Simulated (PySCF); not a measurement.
HCl₂FSeSi, singlet, geometry from GFN2-xTB, with bond 1-2 at 1.8 times its length; CASSCF(8,6)/STO-3G in PySCF.

Here is a job for PySCF.
```python
from pyscf import gto, scf, mcscf
import numpy

mol = gto.M(
    atom='''
F    -1.78570499   -0.38292458    2.59568825
Si   -0.52943625    0.11525359    0.04506262
Cl   -0.74431632    2.07024627   -0.32914292
Cl   -1.49699716   -1.00734622   -1.30096678
Se    1.60199416   -0.52933216    0.43555049
H     2.09290525   -0.23194929   -0.88642020
''',
    basis='sto-3g',
    verbose=4,
)

mf = scf.RHF(mol)
mf.kernel()
mc = mcscf.CASSCF(mf, 6, 8)
mc.fix_spin_(ss=0.0)
mc.kernel()
occ = numpy.linalg.eigvalsh(mc.fcisolver.make_rdm1(mc.ci, mc.ncas, mc.nelecas))[::-1]
ss = mc.fcisolver.spin_square(mc.ci, mc.ncas, mc.nelecas)[0]
print('natural occupations', occ.round(4), ' <S^2>', round(ss, 4))
```

The log (banner, timings and long lists left out):

```
PySCF version 2.14.0

[INPUT] verbose = 4
[INPUT] num. atoms = 6
[INPUT] num. electrons = 92
[INPUT] charge = 0
[INPUT] spin (= nelec alpha-beta = 2S) = 0
[INPUT] symmetry False subgroup None
[INPUT] Mole.unit = angstrom
[INPUT] Symbol           X                Y                Z      unit          X                Y                Z       unit  Magmom
[...]
nuclear repulsion = 579.251523371621
number of shells = 27
number of NR pGTOs = 153
number of NR cGTOs = 51
basis = sto-3g
ecp = {}

******** <class 'pyscf.scf.hf.RHF'> ********
method = RHF
initial guess = minao
damping factor = 0
level_shift factor = 0
DIIS = <class 'pyscf.scf.diis.CDIIS'>
diis_start_cycle = 1
diis_space = 8
diis_damp = 0
SCF conv_tol = 1e-09
SCF conv_tol_grad = None
SCF max_cycles = 50
direct_scf = True
direct_scf_tol = 1e-13
Set gradient conv threshold to 3.16228e-05
Initial guess from minao.
init E= -3662.72241793942
[...]
cycle= 1 E= -3666.42510630217  delta_E= -3.7  |g|= 0.589  |ddm|= 3.02

WARN: HOMO 0.104685098388 == LUMO 0.105387520765988

cycle= 2 E= -3662.48704858274  delta_E= 3.94  |g|= 1.58  |ddm|= 6.87
[...]
cycle= 3 E= -3666.64631729785  delta_E= -4.16  |g|= 0.251  |ddm|= 6.48
[...]
cycle= 4 E= -3666.78131402941  delta_E= -0.135  |g|= 0.128  |ddm|=  1.1
[...]
cycle= 5 E= -3666.79546315313  delta_E= -0.0141  |g|= 0.0703  |ddm|= 0.342
[...]
cycle= 6 E= -3666.79602600167  delta_E= -0.000563  |g|= 0.0608  |ddm|= 0.0306
[...]
cycle= 7 E= -3666.79790809611  delta_E= -0.00188  |g|= 0.0357  |ddm|= 0.0795
[...]
cycle= 8 E= -3666.79885084334  delta_E= -0.000943  |g|= 0.0051  |ddm|= 0.0927
[...]
cycle= 9 E= -3666.79887225861  delta_E= -2.14e-05  |g|= 0.000734  |ddm|= 0.0191
[...]
cycle= 10 E= -3666.79887281842  delta_E= -5.6e-07  |g|= 9.41e-05  |ddm|= 0.00305
[...]
cycle= 11 E= -3666.79887283544  delta_E= -1.7e-08  |g|= 6.25e-05  |ddm|= 0.000418
[...]
cycle= 12 E= -3666.79887285033  delta_E= -1.49e-08  |g|= 4.98e-05  |ddm|= 0.000444
[...]
cycle= 13 E= -3666.79887287243  delta_E= -2.21e-08  |g|= 2.05e-05  |ddm|= 0.00107
[...]
cycle= 14 E= -3666.7988728763  delta_E= -3.87e-09  |g|= 1.87e-06  |ddm|= 0.000637
[...]
cycle= 15 E= -3666.79887287629  delta_E= 6.37e-12  |g|= 3.93e-07  |ddm|= 2.25e-05
[...]
Extra cycle  E= -3666.79887287629  delta_E=    0  |g|= 1.59e-07  |ddm|= 1.44e-06
converged SCF energy = -3666.79887287629

******** <class 'pyscf.mcscf.mc1step.CASSCF'> ********
CAS (4e+4e, 6o), ncore = 42, nvir = 3
max_cycle_macro = 50
max_cycle_micro = 4
conv_tol = 1e-07
[...]
CASCI E = -3666.97247661112  S^2 = 0.0000000
[...]
macro iter  35 (  7 JK    2 micro), CASSCF E = -3666.99368893375  dE = -4.55809914e-05  S^2 = 0.0000000
               |grad[o]|=0.000432  |grad[c]|=0.00286  |ddm|=0.000404  |maxRot[o]|=0.0694
macro iter  36 (  7 JK    2 micro), CASSCF E = -3666.99373028393  dE = -4.13501839e-05  S^2 = 0.0000000
               |grad[o]|=0.000401  |grad[c]|=0.00297  |ddm|=0.000232  |maxRot[o]|=0.0697
macro iter  37 (  7 JK    2 micro), CASSCF E = -3666.99376640549  dE = -3.61215516e-05  S^2 = 0.0000000
               |grad[o]|=0.000358  |grad[c]|=0.00301  |ddm|=0.000258  |maxRot[o]|=0.0698
macro iter  38 (  7 JK    2 micro), CASSCF E = -3666.99379637403  dE = -2.99685435e-05  S^2 = 0.0000000
               |grad[o]|=0.000316  |grad[c]|=0.00301  |ddm|=0.000344  |maxRot[o]|=0.0699
macro iter  39 (  7 JK    2 micro), CASSCF E = -3666.99381934439  dE = -2.29703587e-05  S^2 = 0.0000000
               |grad[o]|=0.000262  |grad[c]|=0.00299  |ddm|=0.000522  |maxRot[o]|=0.0699
macro iter  40 (  7 JK    2 micro), CASSCF E = -3666.99383453956  dE = -1.51951767e-05  S^2 = 0.0000000
               |grad[o]|=0.000198  |grad[c]|=0.00302  |ddm|=0.000675  |maxRot[o]|=0.0699
macro iter  41 (  5 JK    1 micro), CASSCF E = -3666.99384078168  dE = -6.24211407e-06  S^2 = 0.0000000
               |grad[o]|=0.000125  |grad[c]|=0.00248  |ddm|=0.000556  |maxRot[o]|=0.0599
macro iter  42 (  3 JK    1 micro), CASSCF E = -3666.99384147904  dE = -6.97361429e-07  S^2 = 0.0000000
               |grad[o]|=5.46e-05  |grad[c]|=0.000522  |ddm|=0.000161  |maxRot[o]|= 0.02
macro iter  43 (  3 JK    1 micro), CASSCF E = -3666.99384178705  dE = -3.08013114e-07  S^2 = 0.0000000
               |grad[o]|=4.06e-05  |grad[c]|=0.000391  |ddm|=0.000167  |maxRot[o]|=0.0116
macro iter  44 (  3 JK    1 micro), CASSCF E = -3666.99384202479  dE = -2.37742370e-07  S^2 = 0.0000000
               |grad[o]|=3.57e-05  |grad[c]|=0.000339  |ddm|=0.000133  |maxRot[o]|=0.00987
macro iter  45 (  1 JK    1 micro), CASSCF E = -3666.99384202526  dE = -4.61113814e-10  S^2 = 0.0000000
               |grad[o]|=2.65e-05  |grad[c]|=1.76e-05  |ddm|=1.95e-05  |maxRot[o]|=    0
1-step CASSCF converged in  45 macro (604 JK 132 micro) steps
CASSCF canonicalization
Density matrix diagonal elements [1.99879732 1.97244305 1.99922945 1.30321895 0.69649417 0.02981706]
CASSCF energy = -3666.99384202526
CASCI E = -3666.99384202526  E(CI) = -11.1110509683363  S^2 = 0.0000000
natural occupations [1.9992 1.9988 1.9781 1.3002 0.6996 0.024 ]  <S^2> 0.0
```
